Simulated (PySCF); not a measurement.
C₂H₃N₃, SMILES n1cnc[nH]1 (connectivity only; charge and spin as stated), charge +1, multiplicity 2.

Coordinates come from a PBE0-D3(BJ)/def2-SVP optimisation. The spin state was assumed, not searched.

Method: PBE/def2-TZVP in PySCF.

Isolated molecule, no solvent.

```
Quantity                                                           Result
------------------------------------------------  -----------------------
total energy                                           -241.71312 hartree
point group                                                            Cs
α spin, highest occupied and lowest empty level       -13.91 and -7.82 eV
β spin, highest occupied and lowest empty level      -13.82 and -12.80 eV
dipole moment about the centre of nuclear charge                   1.78 D
mean static polarisability                           38.8 bohr³ (5.75 Å³)
polarisability, principal values                   22.5, 43.4, 50.6 bohr³
⟨S²⟩                                              0.754 (pure state 0.75)
```
